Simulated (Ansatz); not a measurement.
Mulliken charges of `N[Si](N)(F)F` from r2SCAN/def2-TZVPP in Ansatz (PBE0-D4/def2-TZVP geometry).

```json
{"atom": "N1", "x (Å)": "-1.035", "y (Å)": "0.696", "z (Å)": "-0.728", "charge (e)": "-0.454"}
{"atom": "Si2", "x (Å)": "0.441", "y (Å)": "0.019", "z (Å)": "-0.282", "charge (e)": "0.889"}
{"atom": "N3", "x (Å)": "0.306", "y (Å)": "-0.747", "z (Å)": "1.211", "charge (e)": "-0.454"}
{"atom": "F4", "x (Å)": "0.862", "y (Å)": "-0.895", "z (Å)": "-1.515", "charge (e)": "-0.323"}
{"atom": "F5", "x (Å)": "1.664", "y (Å)": "1.023", "z (Å)": "-0.118", "charge (e)": "-0.323"}
{"atom": "H6", "x (Å)": "-1.555", "y (Å)": "1.284", "z (Å)": "-0.101", "charge (e)": "0.165"}
{"atom": "H7", "x (Å)": "-1.269", "y (Å)": "0.856", "z (Å)": "-1.693", "charge (e)": "0.168"}
{"atom": "H8", "x (Å)": "-0.430", "y (Å)": "-1.405", "z (Å)": "1.401", "charge (e)": "0.165"}
{"atom": "H9", "x (Å)": "1.104", "y (Å)": "-0.876", "z (Å)": "1.809", "charge (e)": "0.168"}
```

**Question.** By hand: the dipole of these point charges (1 e Å = 4.8032 D).

**Answer.** Σ q r = (-0.448, -0.025, 0.291) e Å, of length 0.535 e Å = 2.57 D.

**Question.** How does the dipole of the full density compare? (Best estimate.)

**Answer.** Computed: (-0.427, -0.023, 0.277) e Å, 2.45 D; the point charges give 1.05 times that, at 0° from its direction.

Point charges leave out the atoms' own dipoles, such as those of lone pairs, and Mulliken's split depends on the basis, so the close match here is no proof of good charges.
